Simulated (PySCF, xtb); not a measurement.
Torsional profile of SMILES CC(C)(C)c1ccncc1 (C9H13N). Scanned: dihedral C1–C2–C5–C6; all other coordinates were relaxed at GFN2-xTB. Points at φ and −φ are mirror images. Heavy atoms are numbered in the order of the SMILES CC(C)(C)c1ccncc1, hydrogens after them in the order of the atoms that carry them; the mirror image has the same energies with the sign of each dihedral reversed.

- RKS-B3LYP/LANL2DZ = restricted B3LYP/LANL2DZ, density fitting // GFN2-xTB in PySCF
- RKS-B3LYP/6-31G* = restricted B3LYP/6-31G*, spherical d, density fitting // GFN2-xTB (PySCF)
- GFN1-xTB // GFN2-xTB (xtb)

Energies in kcal/mol, each method relative to its own lowest point.

```csv
φ / °,RKS-B3LYP/LANL2DZ,RKS-B3LYP/6-31G*,GFN1-xTB
-160,0.52,0.55,0.30
-140,0.42,0.45,0.25
-120,0.01,0.01,0.00
-100,0.41,0.45,0.26
-80,0.49,0.52,0.30
-60,0.00,0.00,0.00
-40,0.51,0.53,0.29
-20,0.44,0.48,0.26
0,0.00,0.00,0.00
20,0.44,0.48,0.26
40,0.51,0.53,0.29
60,0.00,0.00,0.00
80,0.49,0.52,0.30
100,0.41,0.45,0.26
120,0.01,0.01,0.00
140,0.42,0.45,0.25
160,0.52,0.55,0.30
180,0.00,0.00,0.00
```
